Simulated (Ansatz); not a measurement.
`[SiH3]/C=C1\C[Se]1` + `CN[SiH2]N` → `CN[SiH](N)[SiH3]` + `C=C1C[Se]1`  (formal exchange of groups at the Si–C bond)

Calculated with Ansatz (gas phase, PBE0-D4/def2-TZVP geometries, no zero-point term in ΔE). CCSD(T)/CBS is the MP2 limit (def2-TZVPP, def2-QZVPP) plus CCSD(T) − MP2 in def2-TZVPP, frozen cores. Functionals use def2-TZVPP. For Se outer-core shells are correlated without core-valence functions, which leaves a few kJ/mol of doubt a bond. Scalar relativity is left out up to krypton. Each species was taken in one conformer, which may not be the lowest.

`[SiH3]/C=C1\C[Se]1`:

Cartesian coordinates in Å:
```
Si -1.648 -0.639 0.171
C -0.571 0.871 0.123
C 0.736 0.771 -0.048
C 1.837 -0.143 -0.240
Se 2.324 1.784 -0.189
H -2.675 -0.594 -0.906
H -0.798 -1.844 -0.015
H -2.364 -0.741 1.472
H -1.005 1.860 0.236
H 1.967 -0.610 -1.211
H 2.197 -0.717 0.607
```

`CN[SiH2]N`:

Cartesian coordinates in Å:
```
C -0.250 1.008 -1.630
N 0.119 -0.085 -0.761
Si -0.339 -0.246 0.879
N 0.839 -1.202 1.671
H 0.569 1.272 -2.307
H -0.469 1.892 -1.027
H -1.138 0.802 -2.241
H 0.408 -0.918 -1.250
H -1.617 -0.965 1.169
H -0.503 1.166 1.337
H 0.577 -1.808 2.430
H 1.803 -0.916 1.730
```

`CN[SiH](N)[SiH3]`:

```xyz
15

C     1.080    2.096    0.129
N     0.275    1.133   -0.588
Si   -0.646   -0.114    0.145
N    -1.931   -0.503   -0.921
Si    0.483   -2.143    0.542
H     1.080    3.065   -0.380
H     0.657    2.252    1.124
H     2.124    1.785    0.262
H     0.559    0.996   -1.546
H    -1.020    0.472    1.471
H    -2.597    0.198   -1.206
H    -2.329   -1.427   -0.940
H     1.558   -1.940    1.555
H    -0.420   -3.215    1.055
H     1.126   -2.655   -0.702
```

`C=C1C[Se]1`:

```xyz
8

C     1.362   -0.127   -0.383
C     0.051   -0.132   -0.265
C    -1.067    0.236    0.569
Se   -1.533   -0.660   -1.145
H     1.859   -0.542   -1.249
H     1.974    0.304    0.403
H    -1.282   -0.357    1.452
H    -1.364    1.279    0.619
```

```json
{"level": "PBE-D4", "ΔE (eV)": "0.04"}
{"level": "ωB97X-V", "ΔE (eV)": "0.15"}
{"level": "B2PLYP", "ΔE (eV)": "0.21"}
{"level": "CCSD(T)/def2-TZVPP", "ΔE (eV)": "0.19"}
{"level": "HF/def2-QZVPP", "ΔE (eV)": "0.27"}
{"level": "SCS-MP2/def2-QZVPP", "ΔE (eV)": "0.28"}
{"level": "MP2/CBS(def2)", "ΔE (eV)": "0.29"}
{"level": "CCSD/CBS(def2)", "ΔE (eV)": "0.19"}
```

Problem. What does CCSD(T)/CBS give? (An estimate is asked.)

Solution. Computed: +0.19 eV. The listed levels differ from it by -0.15, -0.04, 0.02, 0.00, 0.08, 0.09, 0.10, 0.00 eV.

Largest T1 diagnostic among the species: 0.012.

From PBE to PBE0 (25 % exact exchange), in def2-TZVPP and without D4, ΔE moves by +0.04 eV.
